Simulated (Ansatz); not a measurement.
**Molecular dynamics of CH5BFN**

Input:

```yaml
crystal:
  periodic: [false, false, false]
  atoms:
    - { symbol: B, position_ang: [0.131764, 0.234923, 0.029921] }
    - { symbol: C, position_ang: [0.029806, -0.088071, 1.569565] }
    - { symbol: H, position_ang: [-0.846168, -0.717419, 1.773165] }
    - { symbol: H, position_ang: [0.91154, -0.59969, 1.970633] }
    - { symbol: H, position_ang: [-0.115393, 0.834198, 2.146905] }
    - { symbol: "N", position_ang: [1.242014, -0.091855, -0.762674] }
    - { symbol: H, position_ang: [2.059742, -0.559726, -0.402999] }
    - { symbol: H, position_ang: [1.287275, 0.125214, -1.748683] }
    - { symbol: F, position_ang: [-0.898779, 0.862425, -0.579332] }
basis:
  gaussian: { orbitals: "6-31G*" }
hamiltonian:
  xc: b3lyp
  dispersion: d4
md:
  timestep: 0.25
  n_steps: 250
  ensemble: nvt_nose_hoover
  temperature: 3000.0
  initial_velocities: maxwell_boltzmann
  seed: 677950
  nose_hoover: { tau: 20.0, chain_length: 1 }
  masses: [{ species: H, mass: 10.0 }]
```

Run as:

```bash
$ ansatz run input.yaml --threads 1 --pin off --max-ram 2048MiB --backend cpu --events-out ev --progress --plain --runs-dir out
```

It starts from a relaxed structure.

Output, in part (one step line in 3, the closing report, with atoms numbered from 0):

```
md step     0: t =     0.00 fs  T =  3000.0 K  F+E_penalty+E_count = -6005.11850020 eV  E_kin = 2.714460 eV  conserved = -6002.40404022 eV  (23 SCF iters)
md step     3: t =     0.75 fs  T =  2960.2 K  F+E_penalty+E_count = -6005.08249176 eV  E_kin = 2.678486 eV  conserved = -6002.40401494 eV  (23 SCF iters)
md step     6: t =     1.50 fs  T =  2846.4 K  F+E_penalty+E_count = -6004.97928805 eV  E_kin = 2.575491 eV  conserved = -6002.40392805 eV  (24 SCF iters)
md step     9: t =     2.25 fs  T =  2672.6 K  F+E_penalty+E_count = -6004.82142085 eV  E_kin = 2.418250 eV  conserved = -6002.40378862 eV  (24 SCF iters)
md step    12: t =     3.00 fs  T =  2461.1 K  F+E_penalty+E_count = -6004.62867344 eV  E_kin = 2.226843 eV  conserved = -6002.40361604 eV  (24 SCF iters)
md step    15: t =     3.75 fs  T =  2238.9 K  F+E_penalty+E_count = -6004.42528610 eV  E_kin = 2.025772 eV  conserved = -6002.40344074 eV  (24 SCF iters)
md step    18: t =     4.50 fs  T =  2033.1 K  F+E_penalty+E_count = -6004.23566434 eV  E_kin = 1.839606 eV  conserved = -6002.40330028 eV  (24 SCF iters)
md step    21: t =     5.25 fs  T =  1865.5 K  F+E_penalty+E_count = -6004.07927248 eV  E_kin = 1.687900 eV  conserved = -6002.40322660 eV  (25 SCF iters)
md step    24: t =     6.00 fs  T =  1747.3 K  F+E_penalty+E_count = -6003.96638811 eV  E_kin = 1.581014 eV  conserved = -6002.40323099 eV  (25 SCF iters)
md step    27: t =     6.75 fs  T =  1678.4 K  F+E_penalty+E_count = -6003.89656337 eV  E_kin = 1.518628 eV  conserved = -6002.40329860 eV  (25 SCF iters)
md step    30: t =     7.50 fs  T =  1648.5 K  F+E_penalty+E_count = -6003.86050034 eV  E_kin = 1.491621 eV  conserved = -6002.40339679 eV  (25 SCF iters)
md step    33: t =     8.25 fs  T =  1642.6 K  F+E_penalty+E_count = -6003.84430563 eV  E_kin = 1.486279 eV  conserved = -6002.40349126 eV  (25 SCF iters)
md step    36: t =     9.00 fs  T =  1645.4 K  F+E_penalty+E_count = -6003.83406769 eV  E_kin = 1.488809 eV  conserved = -6002.40355928 eV  (25 SCF iters)
md step    39: t =     9.75 fs  T =  1645.0 K  F+E_penalty+E_count = -6003.81902362 eV  E_kin = 1.488473 eV  conserved = -6002.40359397 eV  (24 SCF iters)
md step    42: t =    10.50 fs  T =  1634.3 K  F+E_penalty+E_count = -6003.79271959 eV  E_kin = 1.478744 eV  conserved = -6002.40360016 eV  (25 SCF iters)
md step    45: t =    11.25 fs  T =  1610.2 K  F+E_penalty+E_count = -6003.75259475 eV  E_kin = 1.456919 eV  conserved = -6002.40358739 eV  (25 SCF iters)
md step    48: t =    12.00 fs  T =  1572.7 K  F+E_penalty+E_count = -6003.69884632 eV  E_kin = 1.423010 eV  conserved = -6002.40356470 eV  (26 SCF iters)
md step    51: t =    12.75 fs  T =  1523.7 K  F+E_penalty+E_count = -6003.63334063 eV  E_kin = 1.378685 eV  conserved = -6002.40353645 eV  (25 SCF iters)
md step    54: t =    13.50 fs  T =  1466.2 K  F+E_penalty+E_count = -6003.55901856 eV  E_kin = 1.326690 eV  conserved = -6002.40350256 eV  (26 SCF iters)
md step    57: t =    14.25 fs  T =  1404.5 K  F+E_penalty+E_count = -6003.47988156 eV  E_kin = 1.270863 eV  conserved = -6002.40345980 eV  (25 SCF iters)
md step    60: t =    15.00 fs  T =  1344.5 K  F+E_penalty+E_count = -6003.40134373 eV  E_kin = 1.216510 eV  conserved = -6002.40340593 eV  (25 SCF iters)
md step    63: t =    15.75 fs  T =  1293.9 K  F+E_penalty+E_count = -6003.33049358 eV  E_kin = 1.170721 eV  conserved = -6002.40334304 eV  (25 SCF iters)
md step    66: t =    16.50 fs  T =  1262.2 K  F+E_penalty+E_count = -6003.27571661 eV  E_kin = 1.142058 eV  conserved = -6002.40328078 eV  (25 SCF iters)
md step    69: t =    17.25 fs  T =  1259.1 K  F+E_penalty+E_count = -6003.24530562 eV  E_kin = 1.139230 eV  conserved = -6002.40323643 eV  (25 SCF iters)
md step    72: t =    18.00 fs  T =  1291.8 K  F+E_penalty+E_count = -6003.24520357 eV  E_kin = 1.168872 eV  conserved = -6002.40322675 eV  (25 SCF iters)
md step    75: t =    18.75 fs  T =  1362.9 K  F+E_penalty+E_count = -6003.27670495 eV  E_kin = 1.233208 eV  conserved = -6002.40326004 eV  (25 SCF iters)
md step    78: t =    19.50 fs  T =  1468.5 K  F+E_penalty+E_count = -6003.33528163 eV  E_kin = 1.328751 eV  conserved = -6002.40332950 eV  (25 SCF iters)
md step    81: t =    20.25 fs  T =  1599.1 K  F+E_penalty+E_count = -6003.41132989 eV  E_kin = 1.446853 eV  conserved = -6002.40341533 eV  (25 SCF iters)
md step    84: t =    21.00 fs  T =  1741.8 K  F+E_penalty+E_count = -6003.49265901 eV  E_kin = 1.576010 eV  conserved = -6002.40349354 eV  (25 SCF iters)
md step    87: t =    21.75 fs  T =  1884.2 K  F+E_penalty+E_count = -6003.56764501 eV  E_kin = 1.704897 eV  conserved = -6002.40354557 eV  (25 SCF iters)
md step    90: t =    22.50 fs  T =  2016.9 K  F+E_penalty+E_count = -6003.62775251 eV  E_kin = 1.824893 eV  conserved = -6002.40356498 eV  (25 SCF iters)
md step    93: t =    23.25 fs  T =  2134.4 K  F+E_penalty+E_count = -6003.66859547 eV  E_kin = 1.931230 eV  conserved = -6002.40355669 eV  (25 SCF iters)
md step    96: t =    24.00 fs  T =  2235.4 K  F+E_penalty+E_count = -6003.68944444 eV  E_kin = 2.022639 eV  conserved = -6002.40353389 eV  (24 SCF iters)
md step    99: t =    24.75 fs  T =  2320.8 K  F+E_penalty+E_count = -6003.69166153 eV  E_kin = 2.099900 eV  conserved = -6002.40351077 eV  (24 SCF iters)
md step   102: t =    25.50 fs  T =  2391.7 K  F+E_penalty+E_count = -6003.67683582 eV  E_kin = 2.164038 eV  conserved = -6002.40349764 eV  (25 SCF iters)
md step   105: t =    26.25 fs  T =  2447.9 K  F+E_penalty+E_count = -6003.64537858 eV  E_kin = 2.214914 eV  conserved = -6002.40349768 eV  (25 SCF iters)
md step   108: t =    27.00 fs  T =  2487.5 K  F+E_penalty+E_count = -6003.59610239 eV  E_kin = 2.250761 eV  conserved = -6002.40350422 eV  (25 SCF iters)
md step   111: t =    27.75 fs  T =  2507.5 K  F+E_penalty+E_count = -6003.52692284 eV  E_kin = 2.268833 eV  conserved = -6002.40350616 eV  (25 SCF iters)
md step   114: t =    28.50 fs  T =  2505.4 K  F+E_penalty+E_count = -6003.43635053 eV  E_kin = 2.266896 eV  conserved = -6002.40349103 eV  (25 SCF iters)
md step   117: t =    29.25 fs  T =  2481.0 K  F+E_penalty+E_count = -6003.32508888 eV  E_kin = 2.244873 eV  conserved = -6002.40345218 eV  (23 SCF iters)
md step   120: t =    30.00 fs  T =  2437.8 K  F+E_penalty+E_count = -6003.19690050 eV  E_kin = 2.205807 eV  conserved = -6002.40339411 eV  (24 SCF iters)
md step   123: t =    30.75 fs  T =  2382.3 K  F+E_penalty+E_count = -6003.05813576 eV  E_kin = 2.155515 eV  conserved = -6002.40333019 eV  (24 SCF iters)
md step   126: t =    31.50 fs  T =  2322.0 K  F+E_penalty+E_count = -6002.91603389 eV  E_kin = 2.100965 eV  conserved = -6002.40327509 eV  (25 SCF iters)
md step   129: t =    32.25 fs  T =  2263.9 K  F+E_penalty+E_count = -6002.77681940 eV  E_kin = 2.048387 eV  conserved = -6002.40323407 eV  (25 SCF iters)
md step   132: t =    33.00 fs  T =  2213.1 K  F+E_penalty+E_count = -6002.64495571 eV  E_kin = 2.002482 eV  conserved = -6002.40319863 eV  (25 SCF iters)
md step   135: t =    33.75 fs  T =  2174.3 K  F+E_penalty+E_count = -6002.52414328 eV  E_kin = 1.967367 eV  conserved = -6002.40315313 eV  (25 SCF iters)
md step   138: t =    34.50 fs  T =  2153.4 K  F+E_penalty+E_count = -6002.41916744 eV  E_kin = 1.948429 eV  conserved = -6002.40309193 eV  (25 SCF iters)
md step   141: t =    35.25 fs  T =  2158.6 K  F+E_penalty+E_count = -6002.33665042 eV  E_kin = 1.953157 eV  conserved = -6002.40302774 eV  (26 SCF iters)
md step   144: t =    36.00 fs  T =  2198.8 K  F+E_penalty+E_count = -6002.28337581 eV  E_kin = 1.989549 eV  conserved = -6002.40298646 eV  (25 SCF iters)
md step   147: t =    36.75 fs  T =  2279.7 K  F+E_penalty+E_count = -6002.26293192 eV  E_kin = 2.062729 eV  conserved = -6002.40298702 eV  (25 SCF iters)
md step   150: t =    37.50 fs  T =  2400.7 K  F+E_penalty+E_count = -6002.27312731 eV  E_kin = 2.172170 eV  conserved = -6002.40302582 eV  (25 SCF iters)
md step   153: t =    38.25 fs  T =  2554.8 K  F+E_penalty+E_count = -6002.30620555 eV  E_kin = 2.311601 eV  conserved = -6002.40307919 eV  (25 SCF iters)
md step   156: t =    39.00 fs  T =  2731.6 K  F+E_penalty+E_count = -6002.35170280 eV  E_kin = 2.471602 eV  conserved = -6002.40312058 eV  (25 SCF iters)
md step   159: t =    39.75 fs  T =  2921.0 K  F+E_penalty+E_count = -6002.39994092 eV  E_kin = 2.642976 eV  conserved = -6002.40313561 eV  (25 SCF iters)
md step   162: t =    40.50 fs  T =  3115.5 K  F+E_penalty+E_count = -6002.44417921 eV  E_kin = 2.818960 eV  conserved = -6002.40312510 eV  (25 SCF iters)
md step   165: t =    41.25 fs  T =  3310.7 K  F+E_penalty+E_count = -6002.48084010 eV  E_kin = 2.995581 eV  conserved = -6002.40309870 eV  (25 SCF iters)
md step   168: t =    42.00 fs  T =  3504.2 K  F+E_penalty+E_count = -6002.50841587 eV  E_kin = 3.170691 eV  conserved = -6002.40306893 eV  (24 SCF iters)
md step   171: t =    42.75 fs  T =  3694.1 K  F+E_penalty+E_count = -6002.52595580 eV  E_kin = 3.342525 eV  conserved = -6002.40304535 eV  (24 SCF iters)
md step   174: t =    43.50 fs  T =  3877.5 K  F+E_penalty+E_count = -6002.53181711 eV  E_kin = 3.508452 eV  conserved = -6002.40303298 eV  (25 SCF iters)
md step   177: t =    44.25 fs  T =  4049.7 K  F+E_penalty+E_count = -6002.52296955 eV  E_kin = 3.664243 eV  conserved = -6002.40303257 eV  (25 SCF iters)
md step   180: t =    45.00 fs  T =  4204.1 K  F+E_penalty+E_count = -6002.49488611 eV  E_kin = 3.803922 eV  conserved = -6002.40304109 eV  (25 SCF iters)
md step   183: t =    45.75 fs  T =  4332.6 K  F+E_penalty+E_count = -6002.44201383 eV  E_kin = 3.920234 eV  conserved = -6002.40305145 eV  (25 SCF iters)
md step   186: t =    46.50 fs  T =  4427.1 K  F+E_penalty+E_count = -6002.35884385 eV  E_kin = 4.005759 eV  conserved = -6002.40305201 eV  (25 SCF iters)
md step   189: t =    47.25 fs  T =  4481.2 K  F+E_penalty+E_count = -6002.24158746 eV  E_kin = 4.054720 eV  conserved = -6002.40302790 eV  (25 SCF iters)
md step   192: t =    48.00 fs  T =  4493.0 K  F+E_penalty+E_count = -6002.09040158 eV  E_kin = 4.065395 eV  conserved = -6002.40296179 eV  (25 SCF iters)
md step   195: t =    48.75 fs  T =  4468.1 K  F+E_penalty+E_count = -6001.91183013 eV  E_kin = 4.042815 eV  conserved = -6002.40284125 eV  (25 SCF iters)
md step   198: t =    49.50 fs  T =  4421.4 K  F+E_penalty+E_count = -6001.72039964 eV  E_kin = 4.000599 eV  conserved = -6002.40267333 eV  (25 SCF iters)
md step   201: t =    50.25 fs  T =  4376.6 K  F+E_penalty+E_count = -6001.53749378 eV  E_kin = 3.960014 eV  conserved = -6002.40249663 eV  (25 SCF iters)
md step   204: t =    51.00 fs  T =  4359.5 K  F+E_penalty+E_count = -6001.38590835 eV  E_kin = 3.944524 eV  conserved = -6002.40237552 eV  (26 SCF iters)
md step   207: t =    51.75 fs  T =  4388.3 K  F+E_penalty+E_count = -6001.28094613 eV  E_kin = 3.970641 eV  conserved = -6002.40236772 eV  (26 SCF iters)
md step   210: t =    52.50 fs  T =  4464.4 K  F+E_penalty+E_count = -6001.22247574 eV  E_kin = 4.039490 eV  conserved = -6002.40248154 eV  (25 SCF iters)
md step   213: t =    53.25 fs  T =  4569.6 K  F+E_penalty+E_count = -6001.19337648 eV  E_kin = 4.134686 eV  conserved = -6002.40266443 eV  (26 SCF iters)
md step   216: t =    54.00 fs  T =  4673.2 K  F+E_penalty+E_count = -6001.16595819 eV  E_kin = 4.228363 eV  conserved = -6002.40283755 eV  (26 SCF iters)
md step   219: t =    54.75 fs  T =  4743.1 K  F+E_penalty+E_count = -6001.11244682 eV  E_kin = 4.291679 eV  conserved = -6002.40293977 eV  (26 SCF iters)
md step   222: t =    55.50 fs  T =  4756.7 K  F+E_penalty+E_count = -6001.01374611 eV  E_kin = 4.303963 eV  conserved = -6002.40294863 eV  (26 SCF iters)
md step   225: t =    56.25 fs  T =  4704.9 K  F+E_penalty+E_count = -6000.86329759 eV  E_kin = 4.257113 eV  conserved = -6002.40287543 eV  (26 SCF iters)
md step   228: t =    57.00 fs  T =  4592.6 K  F+E_penalty+E_count = -6000.66651650 eV  E_kin = 4.155476 eV  conserved = -6002.40274424 eV  (25 SCF iters)
md step   231: t =    57.75 fs  T =  4435.6 K  F+E_penalty+E_count = -6000.43817981 eV  E_kin = 4.013460 eV  conserved = -6002.40257358 eV  (25 SCF iters)
md step   234: t =    58.50 fs  T =  4258.5 K  F+E_penalty+E_count = -6000.20002010 eV  E_kin = 3.853139 eV  conserved = -6002.40237129 eV  (25 SCF iters)
md step   237: t =    59.25 fs  T =  4092.4 K  F+E_penalty+E_count = -5999.97943537 eV  E_kin = 3.702849 eV  conserved = -6002.40214009 eV  (24 SCF iters)
md step   240: t =    60.00 fs  T =  3974.4 K  F+E_penalty+E_count = -5999.80853666 eV  E_kin = 3.596073 eV  conserved = -6002.40189511 eV  (25 SCF iters)
md step   243: t =    60.75 fs  T =  3943.9 K  F+E_penalty+E_count = -5999.72138439 eV  E_kin = 3.568488 eV  conserved = -6002.40168339 eV  (25 SCF iters)
md step   246: t =    61.50 fs  T =  4035.0 K  F+E_penalty+E_count = -5999.74715333 eV  E_kin = 3.650907 eV  conserved = -6002.40158201 eV  (24 SCF iters)
md step   249: t =    62.25 fs  T =  4264.6 K  F+E_penalty+E_count = -5999.89986897 eV  E_kin = 3.858681 eV  conserved = -6002.40165550 eV  (25 SCF iters)
md step   250: t =    62.50 fs  T =  4371.1 K  F+E_penalty+E_count = -5999.97808374 eV  E_kin = 3.955021 eV  conserved = -6002.40172102 eV  (27 SCF iters)
Total energy: -5999.97825882 eV, -220.4951340804 hartree
Atom 0 at    -0.005262    -0.186698    -0.007781 Å, force    10.680013     1.959189     5.173981 eV/Å
Atom 1 at    -0.050035    -0.119574     1.771827 Å, force     2.459634     0.603606    -2.458024 eV/Å
Atom 2 at    -0.993369     0.351442     1.809248 Å, force    -2.248720    -1.278694     0.802337 eV/Å
Atom 3 at     0.258276    -1.231225     1.777888 Å, force    -0.992563     1.688402     2.184429 eV/Å
Atom 4 at     0.478098     0.839738     2.439567 Å, force     0.038799    -3.310226    -2.286866 eV/Å
Atom 5 at     1.484148    -0.164303    -0.691663 Å, force    -2.814287     0.295870    -4.773526 eV/Å
Atom 6 at     2.209947     0.584551    -0.839310 Å, force    -0.849974    -0.495747     2.357751 eV/Å
Atom 7 at     1.296196     0.007343    -1.851015 Å, force    -0.272667    -1.443393     3.170924 eV/Å
Atom 8 at    -0.923668     0.402291    -0.526172 Å, force    -6.000235     1.980991    -4.171007 eV/Å
Dipole moment:    -0.116105     0.154381    -0.209459 e Å
```

All steps were run. The conserved energy stayed within 0.28 meV per atom of its start (net change 0.26 meV per atom), so the integration is sound. The mean temperature of the second half is 23 % above the set value. A run of 0.062 ps of so small a system gives no equilibrium averages.

The same pairs are bonded in the first frame and the last. Pairs count as bonded within 1.25 times the sum of covalent radii (0.12 Å more for H–H).

Last frame:

```xyz
9
Properties=species:S:1:pos:R:3
B -0.005 -0.187 -0.008
C -0.050 -0.120 1.772
H -0.993 0.351 1.809
H 0.258 -1.231 1.778
H 0.478 0.840 2.440
N 1.484 -0.164 -0.692
H 2.210 0.585 -0.839
H 1.296 0.007 -1.851
F -0.924 0.402 -0.526
```

The run took 4.9 min on 1 thread of Intel(R) Xeon(R) 6975P-C (Granite Rapids), on a shared host, peak memory 0.15 GiB.
